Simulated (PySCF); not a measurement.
Molecule: SMILES CO[BH2-][NH3+], CH8BNO.

Atom-mapped SMILES (the numbers label the heavy atoms): `[CH3:1][O:2][BH2-:3][NH3+:4]`. Hydrogens are named by the atom that carries them.

Geometry PBE0-D3(BJ)/def2-SVP throughout; GIAO in PySCF 2.14.0 with density-fitted response routines, gas phase, one conformer, non-relativistic; equivalent atoms averaged; functional PBE0.

For orientation, def2-TZVP gives these shifts δ (against TMS, H2O, BF3·OEt2, NH3 at the same level): C1 57.0, O2 24.3, B3 -3.7, N4 43.4, H(B3) 3.27, H(C1) 3.38, H(N4) 2.16 ppm.

A run gave: C1 54.5, O2 22.0, B3 -3.8, N4 40.3, H(B3) 3.04, H(C1) 3.23, H(N4) 2.14 ppm (shifts δ (against TMS, H2O, BF3·OEt2, NH3 at the same level)).

Q: Which basis set was used in that run?
A. IGLO-III
B. pcSseg-0
C. def2-SVP
D. cc-pVTZ

A: C. C1 tells them apart best: def2-SVP gives 54.5, pcSseg-0 gives 60.8, IGLO-III gives 58.0, cc-pVTZ gives 56.6 ppm.
